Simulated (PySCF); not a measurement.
```xyz
11

B      1.9361    -0.0971     0.0380
C      0.4270     0.0218    -0.0029
C     -0.6053    -0.9587     0.2443
C     -1.7842    -0.3406     0.0764
O     -1.5830     0.9708    -0.2620
C     -0.2617     1.1624    -0.3029
H      2.4633    -1.1307     0.3096
H      2.6079     0.8576    -0.2048
H     -0.4571    -1.9911     0.5127
H     -2.8112    -0.6499     0.1497
H      0.0682     2.1555    -0.5580
```

Charge 0, multiplicity 1.

Give the Mulliken and meta-Löwdin atomic charges from PBE-D3(BJ)/def2-TZVP // CAM-B3LYP-D3(BJ)/def2-TZVP (PySCF 2.14.0).


```json
[
 {"atom": "B1", "Mulliken (e)": "-0.12", "meta-Löwdin (e)": "-0.09"},
 {"atom": "C2", "Mulliken (e)": "0.10", "meta-Löwdin (e)": "-0.13"},
 {"atom": "C3", "Mulliken (e)": "-0.24", "meta-Löwdin (e)": "-0.16"},
 {"atom": "C4", "Mulliken (e)": "0.02", "meta-Löwdin (e)": "0.02"},
 {"atom": "O5", "Mulliken (e)": "-0.13", "meta-Löwdin (e)": "-0.19"},
 {"atom": "C6", "Mulliken (e)": "-0.02", "meta-Löwdin (e)": "0.09"},
 {"atom": "H7", "Mulliken (e)": "0.00", "meta-Löwdin (e)": "0.02"},
 {"atom": "H8", "Mulliken (e)": "0.00", "meta-Löwdin (e)": "0.01"},
 {"atom": "H9", "Mulliken (e)": "0.12", "meta-Löwdin (e)": "0.14"},
 {"atom": "H10", "Mulliken (e)": "0.14", "meta-Löwdin (e)": "0.14"},
 {"atom": "H11", "Mulliken (e)": "0.14", "meta-Löwdin (e)": "0.15"}
]
```
